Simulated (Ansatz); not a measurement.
Calculated with Ansatz (gas phase, PBE0-D4/def2-TZVP geometries, no zero-point term in ΔE). CBS: MP2 limit from def2 TZ/QZ plus the TZ coupled-cluster correction, frozen cores. DFT in def2-TZVPP. B3LYP here is the variant with VWN-RPA as its local correlation; programs differ in this. For Ge outer-core shells are correlated without core-valence functions, which leaves a few kJ/mol of doubt a bond. Scalar relativity is left out up to krypton. One conformer a species, not always the lowest.

Consider the redistribution: `C[BH][GeH2][SiH3]` + `C[O][Ge][F]` → `[F][Ge][O][SiH3]` + `C[BH][GeH2][CH3]`.

Problem. Is it downhill or uphill in electronic energy at CCSD(T)/CBS, and by how much? (Estimate.)

Solution. The calculation gave: Downhill: ΔE = -36.4 kcal/mol.

Problem. What do these levels give: r2SCAN-D4, PBE0-D4, B3LYP-D4, ωB97M-V, PBE, r2SCAN, HF/def2-TZVPP, SCS-MP2/def2-TZVPP, HF/def2-QZVPP, MP2/def2-QZVPP, MP2/CBS(def2), CCSD/CBS(def2)? (Estimate.)

Solution. Computed: r2SCAN-D4 -33.5, PBE0-D4 -31.8, B3LYP-D4 -34.2, ωB97M-V -36.1, PBE -29.4, r2SCAN -33.6, HF/def2-TZVPP -40.5, SCS-MP2/def2-TZVPP -39.0, HF/def2-QZVPP -40.9, MP2/def2-QZVPP -39.0, MP2/CBS(def2) -38.9, CCSD/CBS(def2) -37.3 kcal/mol.

Largest T1 diagnostic among the species: 0.015.

From PBE to PBE0 (25 % exact exchange), in def2-TZVPP and without D4, ΔE moves by −2.6 kcal/mol. In def2-TZVPP, CCSD(T) changes the Hartree–Fock value by +4.1 kcal/mol (the triples alone add +0.8 kcal/mol) and MP2 by +1.6 kcal/mol.
